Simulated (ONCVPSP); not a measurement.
# Reading a pseudo-wave (Ni (Z = 28))

Columns: radius, all-electron u(r) and pseudo u(r) of the 3d shell (level -18.02 eV) of nickel in the configuration [Ne] 3s2 3p6 3d8 4s1; PW91, scalar-relativistic, ONCV scheme, ONCVPSP 4.0.1.

```csv
r (bohr),all-electron,pseudo
0.082,0.0604,0.0043
0.165,0.2607,0.0338
0.248,0.5009,0.1068
0.330,0.7046,0.2281
0.413,0.8521,0.3943
0.495,0.9406,0.5838
0.578,0.9813,0.7764
0.660,0.9854,0.9411
0.742,0.9654,1.0593
0.825,0.9295,1.1190
0.908,0.8846,1.1187
0.990,0.8356,1.0687
1.072,0.7849,0.9847
1.155,0.7338,0.8821
1.238,0.6841,0.7779
1.320,0.6369,0.6857
1.402,0.5921,0.6111
1.485,0.5494,0.5538
1.568,0.5093,0.5095
1.650,0.4722,0.4722
1.733,0.4373,0.4372
1.815,0.4051,0.4051
1.898,0.3749,0.3748
1.980,0.3471,0.3471
2.062,0.3213,0.3213
2.145,0.2971,0.2970
```

(1) How many radial nodes do the two functions have?

(2) At about which radius was the pseudo-wave matched?

(3) Where does each function peak?

(4) Is the pseudo-wave norm-conserving?

Results:

(1) The all-electron 3d function has n − l − 1 = 0; the pseudo-wave has 0.

(2) 1.65 bohr, where the columns begin to agree (steps of 0.08 bohr).

(3) Outermost all-electron maximum near 0.66 bohr, pseudo maximum near 0.82 bohr (to the table’s step).

(4) Yes: the ONCV scheme keeps the norm inside the radius equal to the all-electron one, which fixes the energy derivative of the logarithmic derivative at the level.
